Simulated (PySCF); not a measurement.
## Telling isomers of C7H9NO apart by NMR

One conformer, in vacuum, no relativistic terms, averaged over atoms made equivalent by symmetry, fast rotation or ring inversion. PBE0/pcSseg-1 with gauge-including orbitals; GFN2-xTB structure; PySCF.

δ = σ(ref) − σ, references computed at the same level: TMS for 1H (σ = 31.72 ppm), 13C (σ = 186.93 ppm). Where no couplings were computed, multiplicities follow the n + 1 count of equivalent neighbours, and m marks all less simple cases (inequivalent or close neighbours, rings, F or P nearby). Acid and N–H amide carbonyl carbons lie up to 10 ppm further downfield in solution (hydrogen bonding). Shifts are as computed. Against solution values, carbons near 30 ppm lie about +3 ppm off and those near 130 ppm about +5 ppm (rms about the fit 2.1 ppm; single classes can miss by 10 ppm). Of 1328 compounds with measured shifts, 309 miss one by over three times the rms of a fit or turn the order of signals round; such compounds aren't used in these exercises. Signals without a measured value on file couldn't be tested in this way; 1H shifts scatter by 0.2 ppm about their fit, and single ones miss by 0.5 ppm. Groups on amide-type nitrogens are kept apart (slow C–N rotation). OH and NH positions are gas-phase values without hydrogen bonding to other molecules.

(1) Tabulate the signals of `C=CC(=C)C(=C)C(N)=O`, `C=C1C[C@@H](NC=O)C1=C`, `CNc1cccc(O)c1` and their relative energies.

(2) What is the quickest way to tell C=C1C[C@@H](NC=O)C1=C from CNc1cccc(O)c1?

(3) What is the quickest way to tell C=CC(=C)C(=C)C(N)=O from CNc1cccc(O)c1?

(4) What is the quickest way to tell C=CC(=C)C(=C)C(N)=O from C=C1C[C@@H](NC=O)C1=C?

Results:

(1) 
```json
{"SMILES": "C=CC(=C)C(=C)C(N)=O", "carbon types": "3×C 1×CH 3×CH2", "δC": "172.5, 153.3, 152.9, 146.4, 127.1, 125.0, 125.0", "δH": "6.77 (m, 1H), 5.96 (br s, 1H), 5.88 (m, 1H), 5.73 (br s, 1H), 5.62 (br s, 1H), 5.62 (m, 1H), 5.43 (br, 1H), 5.37 (br s, 1H), 4.61 (br, 1H)", "E rel. (kcal/mol)": "32.1"}
{"SMILES": "C=C1C[C@@H](NC=O)C1=C", "carbon types": "2×C 2×CH 3×CH2", "δC": "159.9, 159.4, 151.2, 114.0, 113.5, 45.6, 41.2", "δH": "8.21 (d, 1H), 5.83 (br s, 1H), 5.82 (br s, 1H), 5.54 (m, 1H), 5.44 (br s, 1H), 5.31 (br s, 1H), 4.62 (br, 1H), 3.25 (m, 1H), 2.41 (m, 1H)", "E rel. (kcal/mol)": "36.3"}
{"SMILES": "CNc1cccc(O)c1", "carbon types": "2×C 4×CH 1×CH3", "δC": "165.2, 154.9, 136.2, 110.0, 107.6, 96.8, 31.8", "δH": "7.29 (m, 1H), 6.45 (d, 1H), 6.15 (d, 1H), 5.68 (s, 1H), 4.08 (br s, 1H), 3.10 (br s, 1H), 2.90 (s, 3H)", "E rel. (kcal/mol)": "0.0"}
```

Energies are electronic energies at PBE0/pcSseg-1 on these geometries, without zero-point or thermal terms, each for the one conformer computed, which needn't be the lowest.

(2) Both give the same number of carbon signals, but DEPT or the intensities differ. The first has a terminal =CH2 carbon at 114.0 ppm, the second a methyl carbon bonded to N (CH3) at 31.8 ppm. Their most deshielded carbons lie at 159.9 and 165.2 ppm. In the proton spectra the most deshielded non-exchanging signals are 8.21 (d, 1H) and 7.29 (m, 1H).

(3) Both give the same number of carbon signals, but DEPT or the intensities differ. The first has a terminal =CH2 carbon at 127.1 ppm, the second a methyl carbon bonded to N (CH3) at 31.8 ppm. Their most deshielded carbons lie at 172.5 and 165.2 ppm. In the proton spectra the most deshielded non-exchanging signals are 6.77 (m, 1H) and 7.29 (m, 1H).

(4) Both give the same number of carbon signals, but DEPT or the intensities differ. The first has a terminal =CH2 carbon at 127.1 ppm, the second an allylic sp3 CH bonded to N at 45.6 ppm. Their most deshielded carbons lie at 172.5 and 159.9 ppm. In the proton spectra the most deshielded non-exchanging signals are 6.77 (m, 1H) and 8.21 (d, 1H).
